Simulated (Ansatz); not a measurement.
Isolated molecules relaxed with PBE0-D4/def2-TZVP in Ansatz; ΔE leaves out vibrations. CBS: MP2 limit from def2 TZ/QZ plus the TZ coupled-cluster correction, frozen cores. Functionals use def2-TZVPP. Each species was taken in one conformer, which may not be the lowest.

`O=C[SiH](Cl)O[SiH3]` + `N#CO[SiH3]` → `[SiH3]O[SiH](Cl)O[SiH3]` + `N#CC=O`  (formal exchange of groups at the Si–C bond)

```json
{"species": "`O=C[SiH](Cl)O[SiH3]`", "r2SCAN energy (Eh)": "-1230.80034"}
{"species": "`N#CO[SiH3]`", "r2SCAN energy (Eh)": "-459.33150"}
{"species": "`[SiH3]O[SiH](Cl)O[SiH3]`", "r2SCAN energy (Eh)": "-1483.50020"}
{"species": "`N#CC=O`", "r2SCAN energy (Eh)": "-206.70717"}
```

(1) Work out ΔE.

Largest T1 diagnostic among the species: 0.016.

## Answers

(1) ΔE = (-1483.50020) + (-206.70717) − (-1230.80034) − (-459.33150) = -0.07553 Eh = -198.3 kJ/mol. CCSD(T)/CBS gives -210.1 kJ/mol.

From PBE to PBE0 (25 % exact exchange), in def2-TZVPP and without D4, ΔE moves by −8.7 kJ/mol.
